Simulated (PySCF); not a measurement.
Ligand exchange on a metal centre used in film growth or etching (Ti Br-H). Gas-phase values, no solvent.

These are TPSSh-D3(BJ)/def2-TZVP // TPSS-D3(BJ)/def2-SVP (PySCF 2.14.0) values and carry that method's errors. All candidates: neutral, multiplicity 1. 

```yaml
LUMO: -4.25 eV
dipole_moment: 0.00 D
HOMO: -8.14 eV
```

Name which member has these values.
(A) [Ti(Br)(H)3]
(B) [Ti(Br)4]
(C) [Ti(H)4]
(D) [Ti(Br)2(H)2]

B, [Ti(Br)4]. The others give [Ti(Br)2(H)2]: -3.99 eV, 0.07 D, -8.48 eV; [Ti(H)4]: -3.59 eV, 0.00 D, -8.24 eV; [Ti(Br)(H)3]: -3.75 eV, 0.52 D, -8.36 eV
